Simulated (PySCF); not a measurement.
CH₆ClNO₂Si, SMILES NC[Si](O)(O)Cl.

The structure is a stationary point at B3LYP-D3(BJ)/def2-SVP. The structure was generated by enumeration, and PubChem lists no compound with its InChIKey, so it may never have been made. Other conformers were not sampled.

Level of theory: CAM-B3LYP/def2-TZVP (PySCF).

Question: Estimate the frontier levels, gap, dipole moment and polarisability. (Estimate from the structure and the level; the computed values follow.)

Answer: 
- highest occupied level = -8.19 eV
- lowest empty level = 1.23 eV
- orbital gap = 9.42 eV
- dipole moment = 1.74 D
- quadrupole, principal values (traceless, Buckingham form, about the centre of nuclear charge) = -5.43, -3.48, 8.91 D·Å
- mean static polarisability = 60.9 bohr³ (9.03 Å³)
- polarisability, principal values = 55.3, 62.1, 65.3 bohr³
